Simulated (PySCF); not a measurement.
Compound: C3H7BN2O2Si.
Structure used (PBE0-D3(BJ)/def2-SVP), in Å, numbered top down from 1:
```xyz
16
C3H7BN2O2Si angstrom
O      2.8887    0.1687    0.5394
B      1.6312   -0.2838    0.2792
O      1.4264   -1.6296    0.1781
C      0.3943    0.6253    0.0894
C      0.2384    2.0003    0.1158
N     -1.0537    2.3642   -0.1020
C     -1.6961    1.2323   -0.2597
N     -0.8874    0.1361   -0.1585
Si    -1.4426   -1.5598   -0.3133
H      2.9496    1.1262    0.5953
H      2.2319   -2.1421    0.3062
H      1.0116    2.7531    0.2822
H     -2.7660    1.1407   -0.4532
H     -1.2305   -2.3086    0.9510
H     -0.8098   -2.2276   -1.4783
H     -2.9048   -1.3981   -0.5607
```

Computed at PBE0/pcSseg-1 (PySCF, non-relativistic), with Q(17O) = −0.0256 b, Q(11B) = 0.04059 b, Q(14N) = 0.02044 b: O1, 17O (I = 5/2): χzz = -8.341 MHz, η = 0.317; B2, 11B (I = 3/2): χzz = 3.113 MHz, η = 0.325; N6, 14N (I = 1): χzz = -4.599 MHz, η = 0.123; N8, 14N (I = 1): χzz = -1.709 MHz, η = 0.808.

Task: Find the zero-field quadrupole resonance frequencies of 17O at O1.

Result: From the eigenvalues of H = χ/[4I(2I − 1)] × [3Iz² − I(I + 1) + η(Ix² − Iy²)], steps between neighbouring levels, labelled as for η = 0: ±1/2↔±3/2 1.381 MHz, ±3/2↔±5/2 2.455 MHz (boron-bound oxygen).

Task: Where would the pure quadrupole (NQR) lines of 11B at B2 fall for the rigid, isolated species?

Result: From ν = (|χ|/2)√(1 + η²/3): ν = 1.584 MHz (three-coordinate boron).

Task: Where would the pure quadrupole (NQR) lines of 14N at N6 fall for the rigid, isolated species?

Result: From ν± = (3/4)|χ|(1 ± η/3) and ν0 = |χ|η/2: ν+ 3.590 MHz, ν− 3.308 MHz, ν0 0.282 MHz (pyridine-type nitrogen).

Task: Where would the pure quadrupole (NQR) lines of 14N at N8 fall for the rigid, isolated species?

Result: From ν± = (3/4)|χ|(1 ± η/3) and ν0 = |χ|η/2: ν+ 1.627 MHz, ν− 0.937 MHz, ν0 0.690 MHz (pyrrole-type nitrogen).

In a crystal, neighbours and librations shift these lines. The basis is small and wasn't made for field gradients, so the couplings can be 20 % off.

One conformer stands for the species.
